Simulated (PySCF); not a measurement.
## Mn³⁺ (manganese, charge +3): UHF calculation

Configuration: [Ar] 3d4, high-spin 5D determinant. All numbers are calculated (PySCF 2.14, the non-relativistic Hamiltonian (point nucleus), in def2-SVP (5s3p2d1f, 31 functions)).

- Total energy: -1147.729741 hartree
- One-electron energy: -1551.1263 hartree
- Hartree (Coulomb) energy: 453.4276 hartree
- Exchange energy: -50.0311 hartree
- Kinetic energy: 1145.65666 hartree
- ⟨S²⟩: 6.0010
- ⟨L²⟩: 6.012
- Sum of ⟨r⟩: 13.38 bohr
- Sum of ⟨r²⟩: 13.21 bohr²
- Traceless quadrupole moment −½Σ⟨3z² − r²⟩ along its main axis: -0.345 e·bohr²
- Density at the nucleus (Gaussians lack the cusp): 9920 bohr⁻³
- Spin density at the nucleus: 0.0890 bohr⁻³
- Langevin diamagnetic susceptibility: -10.5 ×10⁻⁶ cm³/mol
- Time after the integrals: 0.06 s of wall time on 1 thread of INTEL(R) XEON(R) PLATINUM 8581C CPU @ 2.10GHz (shared host)

| shell | electrons | mean orbital energy (hartree) | spread (hartree) | rms radius, mean of both spins (bohr) |
| --- | --- | --- | --- | --- |
| 1s α | 1 | -242.02009 | 0 | 0.0713 |
| 1s β | 1 | -242.01846 | 0 | 0.0713 |
| 2s α | 1 | -30.65098 | 0 | 0.305 |
| 2s β | 1 | -30.52790 | 0 | 0.305 |
| 2p α | 3 | -26.36536 | 0.00122 | 0.274 |
| 2p β | 3 | -26.24366 | 0.03726 | 0.274 |
| 3s α | 1 | -5.35477 | 0 | 0.920 |
| 3s β | 1 | -5.00371 | 0 | 0.920 |
| 3p α | 3 | -4.04161 | 0.05423 | 0.983 |
| 3p β | 3 | -3.61592 | 0.08363 | 0.983 |
| 3d α | 4 | -1.98942 | 0.07156 | 1.13 |
